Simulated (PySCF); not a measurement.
Spectra and structures to be paired. Computed with PySCF 2.14.0, density-fitted response routines, TDDFT CAM-B3LYP/def2-SVPD, vertical, gas phase, core orbitals frozen in the response. Geometries: PBE0-D3(BJ)/def2-SVP; one conformer of each isolated species. Triplets are in the Tamm–Dancoff approximation.

A. `ClC=C1C=CC=C1`
B. `FB(F)c1ccccc1`
C. `O=S(=O)(Cl)Cl`

Lowest singlet levels (six at most, fewer where fewer were computed) with oscillator strengths:

1. 241 nm (f 0.020); 215 nm (f 0.143); 181 nm (f 0.370); 180 nm (f 0.645); 179 nm (f 0.006); 173 nm (f 0.000); T1 3.88 eV
2. 255 nm (f 0.000); 254 nm (f 0.000); 250 nm (f 0.002); 204 nm (f 0.004); 192 nm (f 0.201); 192 nm (f 0.000); T1 4.26 eV
3. 365 nm (f 0.009); 252 nm (f 0.494); 206 nm (f 0.000); 188 nm (f 0.001); 188 nm (f 0.000); 181 nm (f 0.000)

**Question.** Which spectrum belongs to which structure?

**Answer.** 1 = B, 2 = C, 3 = A.
- A: S1 at 3.40 eV, HOMO→LUMO (100%); Löwdin shares by element: HOMO carbon 86% or more; LUMO carbon 63% or more (atoms not listed hold the other 37%); HOMO -7.84 and LUMO -1.19 eV; point group Cs, 3 of its 6 listed states under f = 0.0005.
- B: S1 at 5.15 eV, HOMO→LUMO (75%), HOMO-1→LUMO+1 (24%); Löwdin shares by element: HOMO carbon 81% or more (atoms not listed hold the other 19%); LUMO carbon 45% or more, boron 15% (atoms not listed hold the other 40%); HOMO -8.92 and LUMO -0.47 eV.
- C: S1 at 4.86 eV, HOMO-2→LUMO (96%); Löwdin shares by element: HOMO (one of a set within 0.03 eV) oxygen 53%, chlorine 45%; LUMO chlorine 60%, sulfur 24%, oxygen 8% or more; HOMO -11.49 and LUMO -2.65 eV; point group C2v, 3 of its 6 listed states under f = 0.0005.
